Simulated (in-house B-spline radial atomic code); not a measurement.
A fraction x of an electron is removed from 3p in Ti5+, starting from [Ne] 3s2 3p5 and keeping the highest spin. Computed with a radial B-spline atomic code at the basis-set limit: non-relativistic LDA exchange-only, spin-polarised, spherical fractional occupations, point nucleus.

| x | E(x) - E(0) (eV) | 3p down level (eV) |
| --- | --- | --- |
| 0 | 0.0000 | -107.363 |
| 0.07 | 7.5650 | -108.779 |
| 0.13 | 14.1282 | -109.995 |
| 0.3 | 33.1210 | -113.452 |
| 0.48 | 53.8731 | -117.129 |
| 0.5 | 56.2197 | -117.538 |
| 0.62 | 70.4719 | -119.999 |
| 0.63 | 71.6730 | -120.204 |
| 0.79 | 91.1687 | -123.494 |
| 0.96 | 112.4606 | -126.999 |
| 1 | 117.5570 | -127.824 |

The exact functional would give a straight line between the two integer points. Deviations E(x) - E(0) - x[E(1) - E(0)], in eV: -0.664 at x = 0.07, -1.154 at x = 0.13, -2.146 at x = 0.3, -2.554 at x = 0.48, -2.559 at x = 0.5, -2.413 at x = 0.62, -2.388 at x = 0.63, -1.701 at x = 0.79, -0.394 at x = 0.96.

The curve lies below the straight line by up to 2.559 eV (at x = 0.5): convex, the delocalisation error that favours fractional charges.

**Question.** How well does Slater's transition state (minus the level at half occupation) give the ionisation energy?

**Answer.** It gives 117.538 eV against 117.557 eV from the two total energies; NIST lists 119.53 eV, ground level to ground level.
